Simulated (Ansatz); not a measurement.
Consider the ligand exchange at the Si–N bond: `C[N]([SiH3])[AlH][F]` + `CC(=N)[SiH3]` → `C/C([SiH3])=N\[SiH3]` + `C[NH][AlH][F]`.

Calculated with Ansatz (gas phase, PBE0-D4/def2-TZVP geometries, no zero-point term in ΔE). CCSD(T)/CBS is the MP2 limit (def2-TZVPP, def2-QZVPP) plus CCSD(T) − MP2 in def2-TZVPP, frozen cores. DFT in def2-TZVPP. B3LYP here is the variant with VWN-RPA as its local correlation; programs differ in this. Each species was taken in one conformer, which may not be the lowest.

```
             level  ΔE (kcal/mol)  difference from CCSD(T)/CBS
         r2SCAN-D4            4.9                         -1.1
          B3LYP-D4            4.1                         -1.9
           ωB97X-V            5.7                         -0.3
            r2SCAN            5.0                         -1.0
    MP2/def2-TZVPP            6.2                          0.2
SCS-MP2/def2-TZVPP            6.1                          0.1
     HF/def2-QZVPP            4.6                         -1.4
SCS-MP2/def2-QZVPP            5.9                         -0.1
      HF/CBS(def2)            4.6                         -1.4
     MP2/CBS(def2)            5.8                         -0.2
       CCSD(T)/CBS            6.0                            0
```

Largest T1 diagnostic among the species: 0.013.

In def2-TZVPP, CCSD(T) changes the Hartree–Fock value by +1.9 kcal/mol (the triples alone add +0.2 kcal/mol) and MP2 by +1.7 kcal/mol.
